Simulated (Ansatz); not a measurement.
SiCl2(SiMe3)2 (C6H18Cl2Si3). Charge 0, multiplicity 1. Geometry PBE0-D4/def2-SVP, basis def2-TZVP, Ansatz.

```
run  HOMO (eV)  LUMO (eV)
  A      -5.95      -1.05
  B      -6.96      -0.34
  C      -5.72      -1.23
  D      -5.82      -1.48
  E      -6.82      -0.42
```

Q: The runs used LDA (SPW92), PBE, PBE0, r2SCAN, r2SCAN0. Estimate which is which.

A: A r2SCAN (0 % exact exchange); B r2SCAN0 (25 % exact exchange); C PBE (0 % exact exchange); D LDA (SPW92) (0 % exact exchange); E PBE0 (25 % exact exchange). Exact exchange lowers occupied and raises empty levels; among semilocal functionals meta-GGAs tend to open the gap a little, and such runs are hard to tell apart. The gap grows from 4.34 eV (LDA (SPW92)) to 6.62 eV (r2SCAN0).
